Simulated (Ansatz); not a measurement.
`S[SiH](Cl)[O][GaH2]` → `[O][GaH2]`• + `S[SiH]Cl`• at 500 K and 1 bar (homolysis of the O–Si bond).

Gas-phase electronic energies from Ansatz, PBE0-D4/def2-TZVP geometries. CBS: MP2 limit from def2 TZ/QZ plus the TZ coupled-cluster correction, frozen cores. No spin–orbit coupling; open shells (•) take unrestricted orbitals. For Ga outer-core shells are correlated without core-valence functions, which leaves a few kJ/mol of doubt a bond. Scalar relativity is left out up to krypton. Each species was taken in one conformer, which may not be the lowest.

| species | CCSD(T)/CBS energy (Eh) | H − E (kJ/mol) | S (J/(mol·K)) |
| --- | --- | --- | --- |
| `S[SiH](Cl)[O][GaH2]` | -3148.30678 | 155.4 | 478.4 |
| `[O][GaH2]`• | -2000.23233 | 61.5 | 288.5 |
| `S[SiH]Cl`• | -1147.85565 | 80.4 | 349.3 |

H − E and S are ideal-gas, rigid-rotor, harmonic terms from PBE0-D4/def2-TZVP, for one conformer and one mirror image of each species, with the whole ground term of open shells counted as degenerate. 1 Eh = 2625.50 kJ/mol, R = 8.31446 J/(mol·K).

Question: By hand: ΔE, ΔH, ΔS and ΔG.

Answer: ΔE = (-2000.23233) + (-1147.85565) − (-3148.30678) = 0.21880 Eh = 574.5 kJ/mol. Δ(H − E) = 61.5 + 80.4 − 155.4 = -13.5, so ΔH = 561.0 kJ/mol. ΔS = 288.5 + 349.3 − 478.4 = 159.4 J/(mol·K). ΔG = 561.0 − 500 × (159.4)/1000 = 481.3 kJ/mol.

Question: By hand: the equilibrium constant, and the temperature at which ΔG would vanish if ΔH and ΔS stayed fixed.

Answer: log₁₀ K = −ΔG/(RT ln 10) = -50.3. ΔG = 0 at ΔH/ΔS = 3519 K, far beyond where these terms or the molecules hold.

The number of gas molecules changes by +1, which sets the sign of ΔS. A doubt of 5 kJ/mol in ΔE shifts log₁₀ K by 0.5 here. Other conformers and mirror images would add mixing entropy, several J/(mol·K) or more a flexible species. Modes under 60 cm⁻¹, often nearly free rotors, make the harmonic entropy too high. These are equilibria of isolated gas molecules and say nothing of rates. Largest T1 diagnostic: 0.019 (customary marks: 0.02 for closed shells, 0.045 for open ones).
